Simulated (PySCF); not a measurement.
Si(OH)₃ + HCl → SiOCl + 2 H₂O

Level: PBE0 in the def2-TZVP basis family, all electrons, no relativity, computed in PySCF with density fitting; open shells unrestricted.

```tsv
species	state and structure	E (Eh)	ZPE (kJ/mol)	H(298 K) − H(0) (kJ/mol)	S° (J/(mol K))
Si(OH)₃	doublet, C3, O–H 0.959 Å (×3), Si–O 1.641 Å (×3); H–O–Si 117.0° (×3), O–Si–O 108.3° (×3)	-516.82191	110.2	18.6	313.8
HCl	singlet, C∞v, H–Cl 1.279 Å	-460.66440	17.9	8.7	186.6
SiOCl	doublet, Cs, Si–Cl 2.047 Å, Si–O 1.521 Å; Cl–Si–O 125.9°	-824.63455	11.8	11.8	277.9
H₂O	singlet, C2v, O–H 0.960 Å (×2); H–O–H 105.1°	-76.37736	56.5	9.9	188.7
```

**Question.** What is the electronic reaction energy?

**Answer.** At PBE0/def2-TZVP, ΔE = 254.8 kJ/mol from the differences of the total energies times 2625.5, uphill. 

**Question.** Add zero-point, thermal and entropy terms for 298.15 K and 1 bar.

**Answer.** ΔZPE = -3.3 and Δ[H(298) − H(0)] = 4.3 kJ/mol give ΔH° = 255.8 kJ/mol. ΔS° = 154.9 J/(mol K), so ΔG° = 255.8 − 298.15 × (0.1549) = 210 kJ/mol. ΔG° would change sign near 1650 K if ΔH° and ΔS° stayed fixed.

The structures come from searches over a few start shapes, so lower isomers are not excluded.
